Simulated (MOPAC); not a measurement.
Input for MOPAC: PM6 on CH3FGeO (SMILES C[O][Ge][F]), a point of a torsion scan.

```
PM6 1SCF PRECISE CHARGE=0 THREADS=1
CH3FGeO

C     -0.96659105 1    -0.05783725 1     0.12442305 1
O      0.24970690 1     0.65213528 1     0.04038198 1
Ge     1.93871264 1     0.85765003 1    -0.19455552 1
F      2.60217356 1    -0.78087901 1     0.37944649 1
H     -1.49946338 1     0.02691049 1    -0.82445961 1
H     -1.57506180 1     0.37865046 1     0.91918941 1
H     -0.78396378 1    -1.11008757 1     0.34691821 1
```

Output:

```
*******************************************************************************
 **                                                                           **
 **                              MOPAC v23.2.5                                **
 **                                                                           **
 *******************************************************************************
 ** MOPAC's Digital Object Identifier: https://doi.org/10.5281/zenodo.6511958 **
 **                                                                           **
 ** Please cite the open-source release paper for use of this MOPAC version:  **
 ** J. E. Moussa and J. J. P. Stewart (2026)                                  **
 ** MOPAC: An open-source semiempirical molecular orbital program             **
 ** J. Open Source Softw., 11(119), 8025, https://doi.org/10.21105/joss.08025 **
 *******************************************************************************

                              PM6 CALCULATION RESULTS

 *******************************************************************************
 *  PM6        - The PM6 Hamiltonian to be used
 *
 *
 *
 *                 CHARGE ON SYSTEM = 0
 *
 *
 *
 *  PRECISE    - TIGHTER CRITERIA TO BE USED
 *  1SCF       - DO 1 SCF AND THEN STOP
 *  THREADS=1  - MULTI-THREADING NOT USED
 *  T=         - A TIME OF 172800.0 SECONDS REQUESTED
 *  DUMP=N     - RESTART FILE WRITTEN EVERY 7200.0 SECONDS REQUESTED
 *******************************************************************************
PM6 1SCF PRECISE CHARGE=0 THREADS=1
 CH3FGeO

   ATOM   CHEMICAL          X               Y               Z
  NUMBER   SYMBOL      (ANGSTROMS)     (ANGSTROMS)     (ANGSTROMS)

     1       C         -0.96659105  *  -0.05783725  *   0.12442305  *
     2       O          0.24970690  *   0.65213528  *   0.04038198  *
     3      Ge          1.93871264  *   0.85765003  *  -0.19455552  *
     4       F          2.60217356  *  -0.78087901  *   0.37944649  *
     5       H         -1.49946338  *   0.02691049  *  -0.82445961  *
     6       H         -1.57506180  *   0.37865046  *   0.91918941  *
     7       H         -0.78396378  *  -1.11008757  *   0.34691821  *



          CARTESIAN COORDINATES

    NO.       ATOM           X           Y           Z

     1         C         -0.9666     -0.0578      0.1244
     2         O          0.2497      0.6521      0.0404
     3        Ge          1.9387      0.8577     -0.1946
     4         F          2.6022     -0.7809      0.3794
     5         H         -1.4995      0.0269     -0.8245
     6         H         -1.5751      0.3787      0.9192
     7         H         -0.7840     -1.1101      0.3469

 General Reference for PM6:
 "Optimization of Parameters for Semiempirical Methods V: Modification of NDDO Approximations
 and Application to 70 Elements", J. J. P. Stewart, J. Mol. Mod., 13, 1173-1213 (2007)
 URL: https://link.springer.com/article/10.1007/s00894-007-0233-4

           Empirical Formula: C H3 O Ge F  =     7 atoms



      MOLECULAR POINT GROUP   :   C1


      RHF CALCULATION, NO. OF DOUBLY OCCUPIED LEVELS = 12


 -------------------------------------------------------------------------------
 PM6 1SCF PRECISE CHARGE=0 THREADS=1
 CH3FGeO



     1SCF WAS SPECIFIED, SO BFGS WAS NOT USED
     SCF FIELD WAS ACHIEVED


                              PM6 CALCULATION
                                                       MOPAC v23.2.5 Linux




          FINAL HEAT OF FORMATION =       -116.50019 KCAL/MOL =    -487.43679 KJ/MOL


          COSMO AREA              =        116.16 SQUARE ANGSTROMS
          COSMO VOLUME            =        103.27 CUBIC ANGSTROMS

          IONIZATION POTENTIAL    =         10.015124 EV
          HOMO LUMO ENERGIES (EV) =        -10.015 -0.365
          NO. OF FILLED LEVELS    =         12
          MOLECULAR WEIGHT        =        122.6225         POINT GROUP:  C1

          MOLECULAR DIMENSIONS (Angstroms)

            Atom       Atom       Distance
            H     6    F     4     4.36865
            H     7   Ge     3     2.63899
            H     5    H     6     1.73374


          SCF CALCULATIONS        =          1





   ATOM   CHEMICAL          X               Y               Z
  NUMBER   SYMBOL      (ANGSTROMS)     (ANGSTROMS)     (ANGSTROMS)

     1       C         -0.96659105  *  -0.05783725  *   0.12442305  *
     2       O          0.24970690  *   0.65213528  *   0.04038198  *
     3      Ge          1.93871264  *   0.85765003  *  -0.19455552  *
     4       F          2.60217356  *  -0.78087901  *   0.37944649  *
     5       H         -1.49946338  *   0.02691049  *  -0.82445961  *
     6       H         -1.57506180  *   0.37865046  *   0.91918941  *
     7       H         -0.78396378  *  -1.11008757  *   0.34691821  *

                             CARTESIAN COORDINATES

   1    C       -0.966591050    -0.057837250     0.124423050
   2    O        0.249706900     0.652135280     0.040381980
   3   Ge        1.938712640     0.857650030    -0.194555520
   4    F        2.602173560    -0.780879010     0.379446490
   5    H       -1.499463380     0.026910490    -0.824459610
   6    H       -1.575061800     0.378650460     0.919189410
   7    H       -0.783963780    -1.110087570     0.346918210


           Empirical Formula: C H3 O Ge F  =     7 atoms



      MOLECULAR POINT GROUP   :   C1


                  EIGENVALUES
 -36.28421 -28.17878 -24.46244 -18.18270 -15.53931 -15.49335 -13.97681 -13.13296
 -13.10633 -11.20060 -10.90263 -10.01512  -0.36459   1.18584   1.61687   4.19224
   5.57389   5.64899   6.08966


              NET ATOMIC CHARGES AND DIPOLE CONTRIBUTIONS

  ATOM NO.   TYPE          CHARGE      No. of ELECS.   s-Pop       p-Pop
    1          C          -0.096974        4.0970     1.08181     3.01516
    2          O          -0.695460        6.6955     1.69720     4.99826
    3         Ge           1.024641        2.9754     1.83899     1.13637
    4          F          -0.597509        7.5975     1.97140     5.62611
    5          H           0.118013        0.8820     0.88199
    6          H           0.125055        0.8749     0.87495
    7          H           0.122235        0.8778     0.87776
 DIPOLE           X         Y         Z       TOTAL
 POINT-CHG.    -0.567     3.902    -1.951     4.399
 HYBRID        -0.863    -1.526     0.572     1.844
 SUM           -1.430     2.375    -1.379     3.097


          ATOMIC ORBITAL ELECTRON POPULATIONS

     Atom    s        px        py        pz
    1  C   1.08181   0.84998   1.04251   1.12268
    2  O   1.69720   1.40092   1.76244   1.83490
    3 Ge   1.83899   0.42153   0.47530   0.23955
    4  F   1.97140   1.93612   1.75889   1.93109
    5  H   0.88199
    6  H   0.87495
    7  H   0.87776

 **********************
 *                    *
 * JOB ENDED NORMALLY *
 *                    *
 **********************




 == MOPAC DONE ==
```

The run finished.

Cost: roughly 0.020 core-seconds.
